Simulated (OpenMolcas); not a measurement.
**Mn6+, Tc6+, Re6+: d down the group**

```json
{"Program": "OpenMolcas 26.06", "Method": "CASSCF", "Basis": "ANO-R2", "Scalar Hamiltonian": "X2C, finite nucleus", "Spin-orbit coupling": "RASSI with atomic mean-field integrals over the reference wave functions, term energies averaged over their components"}
```

Active space for each ion: 1 electron in 5 orbitals (d).

Computed levels in cm-1 above 2D 3/2:

| Level | Mn6+ | Tc6+ | Re6+ |
| --- | --- | --- | --- |
| 2D 5/2 | 1317 | 3282 | 11247 |
| weight of 2D in the lowest level (%) | 100 | 100 | 100 |

Measured, with the error of the calculation in %. Measured levels: Mn6+ from Corliss and Sugar, J. Phys. Chem. Ref. Data 6, 1253 (1977).

```tsv
Level	Mn6+
2D 5/2	1350 (-2.5)
```

The fine-structure level 2D 5/2 changes by a factor of 8.54 from Mn6+ to Re6+.

With one active electron the reference holds no correlation, so core polarisation is missing. Computed and measured levels are paired by configuration, term and J; levels that our copy of the source lacks, or whose pairing is in doubt (as where it misses far off the trend of its configuration), stay unpaired and out of the deviations. Levels of configurations outside the active space are missing.
